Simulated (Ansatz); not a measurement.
Start from `F[SiH2]CC[SiH3]` and change one atom or group to get `[SiH3]CCCl`.

Ansatz, PBE0-D4/def2-TZVP geometries, multiplicity 1. Each molecule was computed in one conformer, which needn't be the lowest.

```
                                        property  `F[SiH2]CC[SiH3]`
size of the dipole moment (B3LYP/def2-TZVPP) / D               1.67
              LUMO energy (PBE0/def2-TZVPP) / eV               0.19
  size of the dipole moment (PBE/def2-TZVPP) / D               1.65
  zero-point energy (PBE0-D4/def2-TZVP) / kJ/mol              263.3
             HOMO energy (B3LYP/def2-TZVPP) / eV              -8.29
         HOMO–LUMO gap (ωB97M-V/def2-TZVPP) / eV              12.51
```

(1) What does the change do to each property? (Estimate.)

## Answers

(1) Computed: 
```
                                        property  `[SiH3]CCCl`  shift
size of the dipole moment (B3LYP/def2-TZVPP) / D          1.49  -0.18
              LUMO energy (PBE0/def2-TZVPP) / eV          0.28   0.09
  size of the dipole moment (PBE/def2-TZVPP) / D          1.39  -0.26
  zero-point energy (PBE0-D4/def2-TZVP) / kJ/mol         214.2  -49.1
             HOMO energy (B3LYP/def2-TZVPP) / eV         -8.06   0.23
         HOMO–LUMO gap (ωB97M-V/def2-TZVPP) / eV         12.52   0.01
```

With PBE0 the HOMO rises by 0.15 eV and the LUMO rises by 0.09 eV, so the gap narrows by about 0.06 eV. PBE moves the HOMO by 0.24 eV and ωB97M-V by 0.11 eV. The zero-point energy changes by -49.1 kJ/mol with -9 modes. Dipoles are sizes alone; their direction can turn.

Positive LUMOs are unbound, so they and the gaps depend on the basis.

B3LYP here is the variant with VWN-RPA as its local correlation; programs differ in this.
